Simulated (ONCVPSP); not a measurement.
# Pseudopotential generation for erbium: ONCV, LDA (Perdew-Wang 92), scalar-relativistic.

ONCVPSP 4.0.1 input, shortened (lines: element, Z, core and valence counts, functional; n l f; lmax; l rc ep ncon nbas qcut; lloc lpopt rc5 dvloc0; l nproj debl; icmod fcfact rcfact), LDA (Perdew-Wang 92), scalar-relativistic:

```
  Er 68.00   10    5  -001012      upf
    1    0    2.00
    2    0    2.00
    2    1    6.00
    3    0    2.00
    3    1    6.00
    3    2   10.00
    4    0    2.00
    4    1    6.00
    4    2   10.00
    4    3   11.00
    5    0    2.00
    5    1    6.00
    5    2    1.00
    6    0    1.75
    6    1    0.25
    2
    0    1.75    0.00    3    7    6.20
    1    2.10    0.00    3    8    6.10
    2    2.35    0.00    3    7    4.30
    4    5    1.25    2.00
    0    3    3.10
    1    3    0.50
    2    2    1.70
    0    0.00    0.00
```

All-electron outer shells of the reference configuration (LDA (PZ), scalar-relativistic, ld1.x):

| shell | level (eV) | outermost node (bohr) | outermost maximum (bohr) |
| --- | --- | --- | --- |
| 4d | -172.81 | 0.25 | 0.51 |
| 5s | -56.51 | 0.60 | 1.10 |
| 5p | -30.23 | 0.65 | 1.26 |
| 4f | -10.04 | – | 0.51 |
| 6s | -4.79 | 1.49 | 3.14 |
| 5d | -2.54 | 0.73 | 1.88 |
| 6p | -1.57 | 1.81 | 4.40 |

Results:

```json
{
 "Cutoffs needed": "15 Ha and 17 Ha (the cutoffs (Ha) at which the residual kinetic energy of the hardest occupied pseudo-wave falls to 1 and 0.1 mHa per electron)",
 "Ghost test": "no bound ghost flagged; GHOST(+) flagged for s at 232.2 eV",
 "Configuration tests": "1 of 4 tests not solved or not reliable"
}
```

Generation and tests took about 5.8 s on one core of a shared server CPU.
